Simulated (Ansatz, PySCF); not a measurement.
Gd(OH)3(NH3) in two programs

Gd(OH)3(NH3) (singlet in the valence; each metal's 4f electrons, 7 of them, lie in its core potential, out of spins and levels), relaxed with PySCF 2.14.0, RKS TPSS, Gd lcecp-1-SVP with ECP53, O def2-SVP, H def2-SVP, N def2-SVP; non-relativistic Hamiltonian with scalar-relativistic core potentials where named; density fitting; no spin-orbit coupling:

```xyz
11

Gd    0.1640   -0.2089    0.2570
O     1.2104    1.3304    1.2274
H     1.7319    1.9671    1.7319
O    -1.4349   -1.1257    1.2643
H    -2.0943   -1.6002    1.7866
O     1.1426   -1.2767   -1.2626
H     1.6561   -1.8045   -1.8869
N    -1.2605    1.2827   -1.2620
H    -1.8726    1.9086   -0.7234
H    -0.6942    1.8836   -1.8742
H    -1.8738    0.7336   -1.8775
```

There the HOMO–LUMO gap is 4.62 eV. The 4f levels lie in the core potential and are missing.

The same geometry by Ansatz 0.2.0 (PBE, PAW with the 4f shell of lanthanides and the 5f shell of actinides in the valence, a periodic box with 9 Å of vacuum; gaps over both spins; site moments in spheres, but by Gaussian weights under spin-orbit coupling, so that the two can't be compared; unpaired electrons at the start: 7, along z under spin-orbit coupling; the open shells may stand above their lowest state):

```csv
spin-orbit coupling,U on f (eV),gap (eV),spin moment on Gd1 (μB),orbital moment of its f shell (μB),largest force component (eV/Å)
without,5,4.12,6.75,–,0.14
```

(1) What does the run without spin-orbit coupling and with U = 0 eV give?

Semilocal functionals tend to give orbital moments well under those of Hund's rules.

Without U the plane-wave gap ends on 4f levels, which the Gaussian run lacks; U moves filled and empty 4f levels apart, though the lowest empty ones can remain 4f.

The spin-orbit runs use fully relativistic datasets of their own, so changes of a few hundredths of an eV needn't come from the coupling.

No frequency check is given that shows the relaxed geometry to be a minimum. An lcecp potential fixes the number of 4f electrons, so in runs with it no electron can move into or out of that shell.

Results:

(1) gap (eV): 3.41, spin moment on Gd1 (μB): 6.70, largest force component (eV/Å): 0.14. It took 16 s on 2 threads of Arm Neoverse V2, with other jobs on the host, peak memory 1.5 GiB.
